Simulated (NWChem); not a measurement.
System meant: C$_{4}$H$_{9}$O, doublet; SMILES CC(C)(C)[O]

Here is an NWChem input.

```
start job
memory heap 200 mb stack 900 mb global 1100 mb
geometry units angstroms noautoz
  C      1.342672    -0.664472     0.000000
  C     -0.018711     0.072211     0.000000
  C     -0.804612    -0.276402    -1.268728
  C     -0.804612    -0.276402     1.268728
  O      0.345611     1.392812     0.000000
  H      1.155405    -1.748664     0.000000
  H      1.923717    -0.399869     0.894406
  H      1.923717    -0.399869    -0.894406
  H     -1.048991    -1.348983    -1.307620
  H     -1.747338     0.290806    -1.296351
  H     -0.220019    -0.010857    -2.161439
  H     -0.220019    -0.010857     2.161439
  H     -1.048991    -1.348983     1.307620
  H     -1.747338     0.290806     1.296351
end
basis spherical
  * library def2-svp
end
dft
  odft
  mult 2
  xc pbe0
  iterations 4
  mulliken
end
task dft energy
```

End of the output:

```
     --------------------------
     Expectation value of S2:
     --------------------------
      <S2> =      0.7530 (Exact =     0.7500)

 center of mass
 --------------
 x =   0.03183987 y =   0.11641407 z =   0.00000000

 moments of inertia (a.u.)
 ------------------
         363.316966466745           0.000000000000           0.000000000000
           0.000000000000         403.039425897804          -0.000000000000
           0.000000000000          -0.000000000000         362.860807137060

     Multipole analysis of the density
     ---------------------------------

     L   x y z        total         alpha         beta         nuclear
     -   - - -        -----         -----         ----         -------
     0   0 0 0     -0.000000    -21.000000    -20.000000     41.000000

     1   1 0 0     -0.139244     -0.474510      0.335265      0.000000
     1   0 1 0     -0.775204     -1.422905      0.647701      0.000000
     1   0 0 1     -0.000000     -0.000000     -0.000000      0.000000

     2   2 0 0    -23.172141    -77.951741    -75.953826    130.733426
     2   1 1 0     -1.144701      0.758962      1.848258     -3.751921
     2   1 0 1     -0.000000     -0.000000      0.000000      0.000000
     2   0 2 0    -25.998683    -63.525931    -56.653126     94.180374
     2   0 1 1      0.000000      0.000000     -0.000000      0.000000
     2   0 0 2    -23.806461    -78.262346    -77.817774    132.273658

 ------------------------------------------------------------------------
 dft energy failed                                                                                  0
 ------------------------------------------------------------------------
 ------------------------------------------------------------------------
  current input line :
    29: task dft energy
 ------------------------------------------------------------------------
 ------------------------------------------------------------------------
 This type of error is most commonly associated with calculations not reaching convergence criteria
 ------------------------------------------------------------------------
 For more information see the NWChem manual at https://nwchemgit.github.io

0:dft energy failed:Received an Error in Communication
```

Question: What is wrong, and how is it mended?

Answer: The run did not converge; its last values are not results. Cause: the SCF was allowed too few iterations. This input runs:
```
start job
memory heap 200 mb stack 900 mb global 1100 mb
geometry units angstroms noautoz
  C      1.342672    -0.664472     0.000000
  C     -0.018711     0.072211     0.000000
  C     -0.804612    -0.276402    -1.268728
  C     -0.804612    -0.276402     1.268728
  O      0.345611     1.392812     0.000000
  H      1.155405    -1.748664     0.000000
  H      1.923717    -0.399869     0.894406
  H      1.923717    -0.399869    -0.894406
  H     -1.048991    -1.348983    -1.307620
  H     -1.747338     0.290806    -1.296351
  H     -0.220019    -0.010857    -2.161439
  H     -0.220019    -0.010857     2.161439
  H     -1.048991    -1.348983     1.307620
  H     -1.747338     0.290806     1.296351
end
basis spherical
  * library def2-svp
end
dft
  odft
  mult 2
  xc pbe0
  iterations 150
  mulliken
end
task dft energy
```
It converges to -232.55710 Ha (PBE0/def2-SVP, spin-unrestricted).
